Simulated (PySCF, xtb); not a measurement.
CH5FO2Si2, SMILES O[Si@]1(F)CO[SiH2]1.

GFN2-xTB (xtb 6.7.1) at its own geometry gives an orbital gap of 4.30 eV and a dipole moment of 2.71 D.

The structure is a stationary point at TPSSh-D3(BJ)/def2-SVP. The structure was generated by enumeration; whether it is a known compound was not checked. The values are those of a single conformer.

Problem. What does PBE/def2-TZVP (PySCF) give? (Estimate from the structure and the level; the computed values follow.)

Solution. gap 5.10 eV (levels -6.52 and -1.42 eV), dipole 1.68 D.
